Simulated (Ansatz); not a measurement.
`[OH][GeH2][CH2][SiH3]` → `O[SiH2][CH2][GeH3]`  (isomerisation)

Gas-phase electronic energies from Ansatz, PBE0-D4/def2-TZVP geometries. CBS: MP2 limit from def2 TZ/QZ plus the TZ coupled-cluster correction, frozen cores. DFT in def2-TZVPP. For Ge outer-core shells are correlated without core-valence functions, which leaves a few kJ/mol of doubt a bond. Scalar relativity is left out up to krypton. One conformer a species, not always the lowest.

`[OH][GeH2][CH2][SiH3]`:

Cartesian coordinates in Å:
```
O 1.084 -1.370 -1.562
Ge 0.517 -1.433 0.128
C 0.386 0.388 0.828
Si -0.905 1.424 -0.036
H 0.469 -0.915 -2.142
H 1.594 -2.258 0.846
H -0.860 -2.130 0.191
H 1.372 0.850 0.722
H 0.159 0.336 1.897
H -2.263 0.883 0.245
H -0.694 1.379 -1.511
H -0.859 2.847 0.393
```

`O[SiH2][CH2][GeH3]`:

Z-matrix (Å, degrees):
```
Si
C 1 1.861
O 1 1.651 2 112.2
H 1 1.483 2 109.7 3 116.4
H 1 1.492 2 109.8 3 -122.9
Ge 2 1.962 1 113.6 3 -46.4
H 2 1.094 1 110.8 3 75.7
H 2 1.095 1 108.7 3 -167.0
H 3 0.957 1 118.2 2 -72.4
H 6 1.537 2 110.0 1 72.4
H 6 1.538 2 110.2 1 -47.9
H 6 1.540 2 110.0 1 -167.9
```

Is it downhill or uphill in electronic energy at CCSD(T)/CBS, and by how much? (An estimate is asked.)

The calculation gave: Downhill: ΔE = -64.0 kJ/mol.

What do these levels give: ωB97X-V, ωB97M-V, r2SCAN, SCS-MP2/def2-TZVPP, HF/CBS(def2), CCSD/CBS(def2)? (Best estimate.)

Ansatz gave: ωB97X-V -61.5, ωB97M-V -64.9, r2SCAN -63.9, SCS-MP2/def2-TZVPP -60.7, HF/CBS(def2) -66.0, CCSD/CBS(def2) -65.4 kJ/mol.

Largest T1 diagnostic among the species: 0.011.

In def2-TZVPP, CCSD(T) changes the Hartree–Fock value by +4.2 kJ/mol (the triples alone add +1.4 kJ/mol) and MP2 by +3.1 kJ/mol. From PBE to PBE0 (25 % exact exchange), in def2-TZVPP and without D4, ΔE moves by −3.5 kJ/mol.
